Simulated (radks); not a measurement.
All-electron atom: the arsenic ion As3+ in [Ar] 3d10 4s2. All-electron calculation, non-relativistic Kohn-Sham, PBE, spin-polarised, spherical densities, point nucleus. Program: a radial shooting solver on a logarithmic mesh with Libxc functionals.

Local quantities along the radius. ELF = 1/(1 + alpha^2) is the electron localisation function; alpha = (tau - tau_W)/tau_unif compares the Pauli kinetic energy density with that of the uniform gas (summed over spins); s = |grad rho|/(2 (3 pi^2)^(1/3) rho^(4/3)) is the reduced gradient; 4 pi r^2 rho is in e/bohr; -r V(r) is the screened charge that the Kohn-Sham potential of spin up presents (atomic units).

r (bohr),ELF,alpha,s,4 pi r^2 rho,-r V(r)
0.002935,1.000,0.01819,0.3907,2.205,32.64
0.003336,1.000,0.01885,0.3941,2.774,32.59
0.003791,1.000,0.01963,0.3980,3.477,32.53
0.004343,1.000,0.02062,0.4027,4.401,32.45
0.004936,1.000,0.02174,0.4079,5.467,32.37
0.00561,0.999,0.02309,0.4138,6.754,32.28
0.006428,0.999,0.02484,0.4211,8.401,32.17
0.007306,0.999,0.02688,0.4291,10.24,32.06
0.008303,0.999,0.02939,0.4382,12.39,31.92
0.009513,0.999,0.03277,0.4495,15.02,31.76
0.01081,0.999,0.03683,0.4619,17.81,31.59
0.01229,0.998,0.04207,0.4762,20.89,31.40
0.01408,0.998,0.04943,0.4939,24.38,31.16
0.016,0.997,0.05877,0.5133,27.78,30.92
0.01819,0.995,0.07151,0.5358,31.14,30.64
0.02083,0.992,0.09064,0.5634,34.43,30.31
0.02368,0.987,0.1167,0.5933,37.06,29.97
0.02691,0.977,0.1548,0.6269,38.99,29.59
0.03083,0.955,0.2164,0.6659,40.08,29.14
0.03505,0.914,0.3058,0.7034,40.08,28.68
0.03983,0.836,0.4422,0.7369,39.13,28.16
0.04563,0.696,0.6605,0.7578,37.33,27.57
0.05186,0.529,0.9442,0.7486,35.31,26.95
0.05895,0.384,1.267,0.6954,33.58,26.28
0.06753,0.301,1.524,0.5861,32.72,25.51
0.07676,0.296,1.541,0.4582,33.34,24.74
0.08724,0.361,1.331,0.3505,35.53,23.92
0.09995,0.492,1.016,0.2931,39.21,23.01
0.1136,0.630,0.7659,0.2943,43.10,22.10
0.1291,0.733,0.6037,0.3342,46.19,21.13
0.1479,0.787,0.5209,0.4031,47.31,20.04
0.1681,0.787,0.5207,0.4832,45.58,18.97
0.1911,0.727,0.6125,0.5681,41.27,17.86
0.2189,0.572,0.8655,0.6397,35.03,16.64
0.2488,0.375,1.290,0.6418,29.37,15.45
0.2828,0.253,1.717,0.5319,25.61,14.25
0.324,0.258,1.697,0.3415,24.67,12.99
0.3682,0.383,1.268,0.2268,26.28,11.85
0.4185,0.567,0.8739,0.2188,28.87,10.72
0.4794,0.708,0.6419,0.2810,30.66,9.544
0.5449,0.767,0.5516,0.3686,30.06,8.495
0.6193,0.774,0.5405,0.4717,26.97,7.539
0.7096,0.734,0.6016,0.5975,21.73,6.656
0.8064,0.645,0.7417,0.7321,16.22,5.956
0.9166,0.501,0.9975,0.8750,11.27,5.378
1.05,0.329,1.427,1.006,7.285,4.885
1.193,0.221,1.880,1.065,4.830,4.523
1.356,0.191,2.057,1.054,3.345,4.250
1.554,0.250,1.733,1.048,2.397,4.043
1.766,0.401,1.223,1.151,1.772,3.898
2.007,0.605,0.8079,1.407,1.246,3.762
2.3,0.778,0.5340,1.885,0.7688,3.621
2.614,0.868,0.3892,2.615,0.4255,3.526
2.971,0.912,0.3111,3.815,0.2009,3.474
3.404,0.929,0.2754,6.082,0.07385,3.413
3.869,0.928,0.2777,10.11,0.02304,3.321
4.397,0.908,0.3183,18.13,0.005622,3.218
5.037,0.846,0.4269,36.98,0.0009294,3.127
5.725,0.702,0.6513,79.97,0.0001244,3.068

On this mesh the ELF has minima near r = 0.077, 0.28, 1.4 bohr, which separate the shells, and maxima near 0.17 (0.79), 0.62 (0.77), 3.4 (0.93).

Self-consistent cycle (total energy in hartree, residual of the potential): 1: -2225.063710, 1e+01; 2: -2231.193368, 5e+00; 3: -2233.368703, 7e-01; 4: -2233.370728, 8e-01; 5: -2233.451042, 2e-01; 6: -2233.455204, 9e-02; 7: -2233.456444, 3e-03; 8: -2233.456446, 1e-03; 9: -2233.456446, 2e-04; 10: -2233.456446, 2e-05; 11: -2233.456446, 7e-06; 12: -2233.456446, 2e-06; 13: -2233.456446, 3e-07; 14: -2233.456446, 1e-09.
